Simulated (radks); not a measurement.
Effect of the nuclear size on the scandium ion Sc2+, [Ar] 3d1. All-electron calculation, Dirac Kohn-Sham, relativistic LDA (MacDonald-Vosko exchange, VWN5 correlation), spin-unpolarised, spherical densities, finite nucleus; open shells fill j = l - 1/2 first; Fermi nuclear charge, rms radius 3.5459 fm. Program: a radial shooting solver on a logarithmic mesh with Libxc functionals. The rms radius is varied about that value; shifts are against it.

| rms radius (fm) | total energy shift (eV) | density at nucleus (e/bohr^3) | 1s1/2 shift (meV) | 2s1/2 shift (meV) |
|---|---|---|---|---|
| 3.1842 | -0.00744 | 7206 | -3.14 | -0.257 |
| 3.2551 | -0.00604 | 7202 | -2.55 | -0.208 |
| 3.5459 | 0 | 7184 | 0.000 | 0.000 |
| 3.6913 | 0.00321 | 7176 | 1.35 | 0.111 |
| 3.9608 | 0.00949 | 7162 | 4.00 | 0.327 |

Slopes of the eigenvalues against <r^2> in GHz/fm^2, as finite differences over the two radii next to the reference (eigenvalue slopes, not the field-shift constants of lines): 1s1/2 311, 2s1/2 25.5.
